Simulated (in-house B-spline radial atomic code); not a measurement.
Settings and results of a run for Al⁺. Level of theory: non-relativistic PW91, spin-polarised, spherical fractional occupations, point nucleus; calculated with a radial B-spline atomic code at the basis-set limit.

Command:
```bash
python run_scf.py task.json out
```
Settings:
```
Z                13
configuration    [Ne] 3s2
hamiltonian      nr
method           pw91,pw91
spin_polarised   True
```

Output (hartree, bohr):
```
 radial grid: 50 intervals, B-splines of order 8, outer radius 40.5882 bohr

 iter        energy (Eh)    residual
    1        -241.668983    2.02e-01
    2        -241.972434    8.92e-02
    3        -242.123403    1.57e-02
    4        -242.129056    2.39e-03
    5        -242.129176    1.89e-03
    6        -242.129251    1.74e-04
    7        -242.129251    6.38e-06
    8        -242.129251    6.17e-07
    9        -242.129251    7.15e-09

 total energy                      -242.12925
 kinetic                             241.7405
 electron-nucleus                   -574.6278
 Hartree                             109.0828
 exchange-correlation                -18.3248

 orbital      occ     eigenvalue          <r>       <r^2>       <1/r>       r_max
 1s up      1.000       -55.7459     0.120531   0.0195578     12.5775     0.07869
 1s down    1.000       -55.7459     0.120531   0.0195578     12.5775     0.07869
 2s up      1.000        -4.2678     0.627723    0.472467     2.33007      0.4979
 2s down    1.000        -4.2678     0.627723    0.472467     2.33007      0.4979
 2p up      3.000        -2.8739     0.603041    0.462317     2.20946      0.4284
 2p down    3.000        -2.8739     0.603041    0.462317     2.20946      0.4284
 3s up      1.000        -0.5453      2.37943     6.53566    0.565122       2.017
 3s down    1.000        -0.5453      2.37943     6.53566    0.565122       2.017
```

Run time, properties included: 0.09 s on 1 thread of Arm Neoverse V1 (shared host).
